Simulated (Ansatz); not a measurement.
Stepwise reaction of `[OH][Ti]([OH])([F])[F]` with hydrogen sulfide, as a gas-phase model of exchange steps in deposition or etching. ΔE in kJ/mol.

Computed with Ansatz on PBE0-D4/def2-TZVP structures; ΔE is electronic, products minus reactants. CBS: MP2 limit from def2 TZ/QZ plus the TZ coupled-cluster correction, frozen cores. This one scheme is used for every species. Functionals use def2-TZVPP. B3LYP here is the variant with VWN-RPA as its local correlation; programs differ in this. For Ti outer-core shells are correlated without core-valence functions, which leaves a few kJ/mol of doubt a bond. Scalar relativity is left out up to krypton. Each species was taken in one conformer, which may not be the lowest.

| step | reaction | PBE-D4 | B3LYP-D4 | ωB97M-V | CCSD(T)/CBS |
| --- | --- | --- | --- | --- | --- |
| 1 | `[OH][Ti]([OH])([F])[F]` + H₂S → `[OH][Ti]([F])([F])[SH]` + H₂O | 24.8 | 32.0 | 34.8 | 27.1 |
| 2 | `[OH][Ti]([F])([F])[SH]` + H₂S → `[F][Ti]([F])([SH])[SH]` + H₂O | 31.2 | 38.6 | 42.4 | 32.4 |

Problem. By hand: ΔE of the 2 steps together at CCSD(T)/CBS.

Solution. (27.1) + (32.4) = 59.5 kJ/mol, or 29.8 kJ/mol a step.

In ΔE each step is higher than the one before. All are uphill at CCSD(T)/CBS. PBE-D4 differs from CCSD(T)/CBS by -2.3 to -1.2 kJ/mol a step. Isolated molecules leave out the surface, adducts and barriers. Largest T1 diagnostic: 0.026.
